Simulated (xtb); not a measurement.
H₉Si₄ (SMILES [SiH3][Si]([SiH3])[SiH3]), doublet, geometry from GFN2-xTB. Base run: GFN2-xTB in xtb.

Here is a job for xtb.
```
$ xtb mol.xyz --gfn 2 --uhf 1 --json

# file mol.xyz
13

Si    -0.64128357     2.18177912     0.05481492
Si     0.05797390     0.01254242    -0.35377634
Si     2.16552900    -0.55530696     0.41955194
Si    -1.56463877    -1.63481843    -0.22792767
H      0.38427030     3.15177800    -0.34325110
H     -0.96382440     2.49841278     1.45372838
H     -1.85110654     2.49956383    -0.71088721
H      3.17212496     0.41234398    -0.02949024
H      2.57737442    -1.86772841    -0.08893903
H      2.31422011    -0.63162606     1.88007456
H     -1.05320717    -2.91736138    -0.72212183
H     -2.72966171    -1.29323917    -1.05092999
H     -2.09631772    -1.91088988     1.11453659
```

Variants of this job, named by their change:

```
change         ΔE vs base (mEh)  dipole (D)  G_solv (kcal/mol)  SCF cycles
-------------  ----------------  ----------  -----------------  ----------
base                      0.000        0.12                  -          12
etemp = 3000             -1.143        0.12                  -          12
acc = 1000                0.014        0.12                  -           6
alpb = ether             -8.287        0.07              -5.43          12
etemp = 10000           -75.363        0.04                  -          13
alpb = hexane            -3.409        0.08              -2.21          12
acc = 0.0001              0.000        0.12                  -          21
gbsa = water              1.049        0.06               0.45          12
file = coord              0.000        0.12                  -          12
```

ALPB and GBSA are two models with their own fitted parameters for each solvent, which aren't always the measured dielectric constant.
